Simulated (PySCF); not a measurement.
**Electron correlation in Ti⁴⁺ (titanium, charge +4)**

Starting occupation: [Ar]. Calculation: PySCF 2.14, in an uncontracted even-tempered set (21 s from 0.14 bohr⁻², ratio 2.4; 15 p from 0.18 bohr⁻², ratio 2.4; 5 d from 2.3 bohr⁻², ratio 2.6; 5 f from 3.5 bohr⁻², ratio 2.6); X2C-1e with screened-nucleus spin-orbit coupling, Gaussian nucleus. Frozen: 1s2; 16 electrons correlated; the 58 highest virtual spinors left out.

MP2 pair energies summed by pair of shells (mhartree):

```tsv
pair	energy	share (%)
2p1/2-2p3/2	-84.35	15.2
2p3/2-2p3/2	-82.05	14.8
3p3/2-3p3/2	-66.30	11.9
3p1/2-3p3/2	-64.59	11.6
2p3/2-2s1/2	-37.44	6.7
2p3/2-3p3/2	-31.26	5.6
3p3/2-3s1/2	-26.95	4.8
2p1/2-2p1/2	-20.01	3.6
2p1/2-2s1/2	-18.78	3.4
3p1/2-3p1/2	-17.30	3.1
2p3/2-3p1/2	-17.08	3.1
2p1/2-3p3/2	-16.63	3.0
3p1/2-3s1/2	-13.56	2.4
2p3/2-3s1/2	-10.94	2.0
2s1/2-2s1/2	-10.12	1.8
3s1/2-3s1/2	-9.08	1.6
2s1/2-3p3/2	-8.65	1.6
2p1/2-3p1/2	-7.22	1.3
2p1/2-3s1/2	-5.41	1.0
2s1/2-3p1/2	-4.41	0.8
2s1/2-3s1/2	-3.95	0.7
```

Total MP2 correlation energy: -556.07 mhartree.
